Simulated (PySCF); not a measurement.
Species: C₂H₁₂Si₄ (charge -1 and doublet state).
Z-matrix (Å and degrees, GFN2-xTB geometry), rows numbered from 1:
```
C 
C   1  1.3465
Si  2  1.8674  1  125.61
Si  3  2.3406  2  124.42  1    80.15
Si  4  2.3431  3  138.32  2  -164.26
Si  5  2.3179  4  137.09  3  -177.97
H   1  1.0789  2  121.20  3    11.53
H   1  1.0822  2  123.11  3  -169.75
H   2  1.0889  1  116.34  3   166.69
H   3  1.4881  2  104.34  1  -153.75
H   3  1.4888  2  105.43  1   -44.12
H   4  1.4999  3  103.83  2    67.98
H   4  1.4983  3  104.18  2   -36.28
H   5  1.4990  4  104.96  3    54.25
H   5  1.5001  4  104.91  3   -50.58
H   6  1.4811  5  109.84  4   -55.67
H   6  1.4810  5  109.62  4    57.73
H   6  1.4911  5  131.25  4  -179.15
```

The hyperfine couplings belong to this conformer and change with its torsions.

The species is `[CH2-][CH][SiH2][SiH2][SiH2][SiH3]` [radical] (charge -1).

The calculation used UKS B3LYP, pcH-1 on C H Si, non-relativistic, mean-field spin-orbit, GIAO (PySCF 2.14.0). Whether the extra electron is bound in the gas phase wasn't checked; a finite basis holds it in any case. A GFN2-xTB geometry isn't a minimum of the functional, and hyperfine couplings can be far from their values at a DFT geometry, by a factor of two or more for some ions and for spin on atoms past the first row. No stability test was run, so a lower SCF solution isn't excluded.

Question: Predict the first-order ENDOR lines of H16/H17/H18, H12/H13, H14/H15, H7, H10/H11, H8 and H9 under fast tumbling at B = 1219.4 mT (Q band).

Answer: For S = 1/2 in fast tumbling each set of equivalent nuclei gives two lines, ν± = |νn ± a/2| to first order, with νn = g_N μN B/h and μN/h = 7.62259 MHz/T.

```csv
nuclei,isotope,g_N,νn (MHz),a_iso (MHz),lower line (MHz),upper line (MHz)
H16/H17/H18,1H,5.5857,51.92,22.92,40.46,63.38
H12/H13,1H,5.5857,51.92,-10.06,46.89,56.95
H14/H15,1H,5.5857,51.92,-9.53,47.15,56.68
H7,1H,5.5857,51.92,-8.73,47.55,56.28
H10/H11,1H,5.5857,51.92,-8.44,47.70,56.14
H8,1H,5.5857,51.92,-7.24,48.30,55.54
H9,1H,5.5857,51.92,1.11,51.36,52.47
```

Question: Which pairs are centred on the nuclear Larmor frequency, and which on half the coupling?

Answer: Centred on νn, since |a| < 2νn: H16/H17/H18, H12/H13, H14/H15, H7, H10/H11, H8 and H9. No pair has |a| > 2νn.

Question: At what field would the lower line of H14/H15 fall to zero frequency?

Answer: Where νn = |a|/2, that is B = 4.77 MHz/(5.5857 × 7.62259 MHz/T) = 112 mT, as far as first order holds there.

Means are taken over nuclei equivalent by connectivity, which assumes that they swap fast. H7 and H8 aren't averaged: C1 is flat or nearly so (angle sum 360°), and its turn about the short C1–C2 bond (1.35 Å) is taken as slow. The three 1H nuclei of mean +22.9 MHz run from -8.6 to 85.9 MHz in the frozen geometry.

Largest spin populations (Mulliken): Si4 (+0.27), Si5 (+0.25), Si3 (+0.20) and Si6 (+0.17). Five atoms exceed +0.15.

The SMILES draws the unpaired electron on C2; the largest computed Mulliken spin population is on Si4 (0.27 against 0.00).
